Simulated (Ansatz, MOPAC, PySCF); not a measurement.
Molecule: HSiO, charge 1, multiplicity 1. SMILES: [Si]=[OH+]
Structure (B3LYP-D3(BJ)/def2-TZVP (Ansatz, an electronic-structure program) minimum search):
```xyz
3

O      0.0000     0.0000    -0.8973
Si     0.0000     0.0000     0.6459
H      0.0000     0.0000    -1.8643
```
Charge +1, spin multiplicity 1.

Unscaled harmonic wavenumbers (cm⁻¹) in rising order, each level at the stationary point that it reaches from this structure (no distance between atoms moves by over 0.3 Å); the order of modes can differ between levels, and a negative number is imaginary. B3LYP-D3(BJ)/def2-TZVP (PySCF, at the structure above): 390, 390, 1121, 3789.

PM6 (MOPAC): 740, 778, 778, 2380. Zero-point energy 6.7 against 8.1 kcal/mol; where all levels lie over 400 cm⁻¹, the wavenumbers are on average 0.661 times those of B3LYP-D3(BJ)/def2-TZVP.

HF/3-21G (Ansatz): 645, 645, 1199, 3963. Zero-point energy 9.2 against 8.1 kcal/mol; where all levels lie over 400 cm⁻¹, the wavenumbers are on average 1.058 times those of B3LYP-D3(BJ)/def2-TZVP.

B3LYP/6-31G* (Ansatz): 394, 394, 1112, 3771. Zero-point energy 8.1 against 8.1 kcal/mol; where all levels lie over 400 cm⁻¹, the wavenumbers are on average 0.994 times those of B3LYP-D3(BJ)/def2-TZVP.
